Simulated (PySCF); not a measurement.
C2H10Si2, SMILES C[SiH](C)[SiH3]. Coordinates come from a r2SCAN-D4/def2-SVP optimisation.

All values below come from r2SCAN-D4/def2-SVP (PySCF).

Harmonic wavenumbers (cm⁻¹): 101, 127, 152, 164, 180, 202, 407, 466, 487, 608, 650, 695, 702, 757, 834, 857, 892, 899, 935, 938, 1249, 1256, 1425, 1427, 1435, 1438, 2181, 2195, 2205, 2208, 3031, 3032, 3134, 3135, 3142, 3143. Rotational constants (GHz): 5.017, 2.671, 1.983; symmetry number 1.

Question: Work out the zero-point energy and the ideal-gas rigid-rotor harmonic-oscillator thermochemistry at 298.15 K and 1 atm.

Answer: ZPE = ½ Σ hcν = ½ × 46691 cm⁻¹ = 66.75 kcal/mol. H − E(el) = 72.64 kcal/mol. Entropy in cal/(mol K): translation 39.41, rotation 26.89, vibration 21.06, total 87.37. G − E(el) = 46.59 kcal/mol. Cp = 31.53 cal/(mol K). Modes under 150 cm⁻¹ make the vibrational entropy uncertain.
